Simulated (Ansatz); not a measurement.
```yaml
crystal:
  periodic: [false, false, false]
  atoms:
    - {symbol: Be, position_ang: [-1.426282, -0.181577, -0.054790]}
    - {symbol: O, position_ang: [-0.764327, -1.295267, -0.448538]}
    - {symbol: Be, position_ang: [0.792083, -0.921328, -0.505113]}
    - {symbol: O, position_ang: [1.795730, 0.105181, -0.016158]}
    - {symbol: Be, position_ang: [0.420509, 1.109016, 0.631321]}
    - {symbol: O, position_ang: [-0.919814, 1.313208, 0.695377]}
basis:
  gaussian: {orbitals: def2-TZVPP}
hamiltonian: {xc: {name: CAM-B3LYP}}
scf: {omitted_lower_state_checks: [starts]}
```

```sh
$ ansatz run in.yaml --threads 4 --pin off --events-out ev --progress --plain --max-ram 3916MiB
```

It prints (some lines left out):

```
Functional definition: CAM-B3LYP
876 factors; their error is unknown
279 factors; integrals over basis functions are off by at most 3.5e-5 eV
mean field evaluation 1: about -7334.3645 eV, gradient 9.9e1 eV
mean field evaluation 2: about -7304.3963 eV, gradient 1.6e2 eV
mean field evaluation 4: about -7350.8619 eV, gradient 1.1e1 eV
mean field evaluation 8: about -7351.0504 eV, gradient 1.2e-1 eV
mean field evaluation 16: about -7351.0578 eV, gradient 3.3e-5 eV
mean field -7351.05782200 eV, -270.1463922325 hartree, gradient 3.3e-5 eV, S^2 0.000000; 0 other end points of the search recorded, 0 dependent functions left out
reference -7351.05795585 eV, -270.1463971513 hartree; 18, 18 occupied and 132, 132 virtual orbitals, 876 factors
Total energy: -7351.05795585 eV, -270.1463971513 hartree
Checks for a lower state left out: starts
```

Run time 3.4 s (4 threads of Intel Xeon on a shared host).
